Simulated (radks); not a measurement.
The numbers below are computed, except where a source is named.
Task: The mean radii <r> (bohr) of the occupied orbitals of an atom or ion are listed with their occupations. Level of theory: scalar-relativistic Kohn-Sham, PBE, spin-polarised, spherical densities, point nucleus (a radial shooting solver on a logarithmic mesh with Libxc functionals).

orbital  occ.      <r>
1s up       1  0.02558
1s down     1  0.02558
2s up       1   0.1097
2s down     1   0.1097
2p up       3  0.09619
2p down     3  0.09619
3s up       1   0.2919
3s down     1   0.2919
3p up       3   0.2899
3p down     3   0.2899
3d up       5   0.2666
3d down     5   0.2666
4s up       1   0.6739
4s down     1   0.6739
4p up       3   0.7155
4p down     3   0.7155
4d up       5   0.8003
4d down     5   0.8002
5s up       1    1.635
5s down     1    1.634
5p up       3    1.905
5p down     3    1.901
6p up       1    5.335

Name the element and its charge. Open shells, if any, are filled with parallel spins first.

Result: Z = 56, barium, charge +1: Ba+ in [Xe] 6p1. The 1s radius gives Z: for a bare nucleus <r> = (2 gamma + 1)/(2Z) with gamma = sqrt(1 - (Z/c)^2), 0.02523 bohr for Z = 56, and screening makes it slightly larger (0.02558 here). The occupations add up to 55, and the charge is Z minus that.
